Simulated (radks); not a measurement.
The numbers below are computed, except where a source is named.
Ionisation of In, [Kr] 4d10 5s2 5p1, to In+, [Kr] 4d10 5s2, under several functionals. Scalar-relativistic Kohn-Sham, spin-polarised, spherical densities, point nucleus; open shells are filled with parallel spins first (spin-orbit coupling, left out, can overturn this in heavy ions); a radial shooting solver on a logarithmic mesh with Libxc functionals. The NIST Atomic Spectra Database gives 5.786 eV (measured). Rank these functionals by the error of their Delta-SCF ionisation energy: exchange-only PBE; PBE; BP86; HCTH/407; AM05; Wu-Cohen GGA.

Answer. From best to worst: BP86 5.670 eV (-0.116); Wu-Cohen GGA 5.536 eV (-0.251); HCTH/407 5.524 eV (-0.263); PBE 5.523 eV (-0.263); AM05 5.480 eV (-0.306); exchange-only PBE 5.004 eV (-0.782). Open shells are spherical and high-spin; term and fine-structure splittings are not resolved. Spin-orbit splitting is averaged out at the scalar-relativistic level.
